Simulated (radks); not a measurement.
The nuclear charge of the zinc ion Zn2+ is varied continuously with 28 electrons held in [Ar] 3d10. All-electron calculation, Dirac Kohn-Sham, LDA (Slater exchange, Perdew-Wang correlation), spin-unpolarised, spherical densities, finite nucleus; Fermi nuclear charge, rms radius 3.9283 fm. Program: a radial shooting solver on a logarithmic mesh with Libxc functionals. By the Hellmann-Feynman theorem dE/dZ = E(electron-nucleus)/Z, the electronic potential at the nucleus (averaged over a nucleus of fixed radius).

| Z | E (hartree) | E(electron-nucleus)/Z (hartree) | HOMO | e(HOMO) (eV) | <r> HOMO (bohr) |
|---|---|---|---|---|---|
| 29.5 | -1721.35430 | -140.316 | 3d5/2 | -21.894 | 0.9430 |
| 30 | -1792.31287 | -143.517 | 3d5/2 | -31.078 | 0.8827 |
| 30.5 | -1864.87055 | -146.713 | 3d5/2 | -41.355 | 0.8324 |
| 31 | -1939.02501 | -149.905 | 3d5/2 | -52.655 | 0.7893 |

The central difference of E at Z = 30 is -143.516 hartree, to compare with the third column; the second derivative is -6.4 hartree.
